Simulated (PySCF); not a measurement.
## Exercise with solution: oscillator strength and radiative lifetime

B(F)(OH)(OEt) (C2H6BFO2), SMILES OB(OCC)F.

Geometry optimised at PBE0-D3(BJ)/def2-SVP. Other conformers were not sampled.

TDA-LC-ωPBE/def2-SVPD run with PySCF puts the first singlet state with f over 0.02 at 9.55 eV (vertical), with the transition dipole (0.045, 0.282, 0.199) in atomic units.

**Question.** Find the oscillator strength, the wavelength and the radiative lifetime that this transition would have in vacuum if emission retraced absorption.

**Answer.** 
|μ|² = 0.1211 au, so |μ| = 0.88 D. ΔE = 9.55/27.211 = 0.3510 hartree. f = (2/3) ΔE |μ|² = 0.028 (the program prints 0.028).
λ = 1239.84/9.55 = 130 nm; ν = 77026 cm⁻¹.
Einstein's coefficient A = 0.6670 ν² f s⁻¹ (ν in cm⁻¹) = 1.1e8 s⁻¹, so τ = 1/A = 8.9 ns. This state is S3; the lower singlets have f = 0.005, 0.002. The figure is the radiative limit of this one transition; relaxation, internal conversion, crossing to triplets and a medium change what is measured.
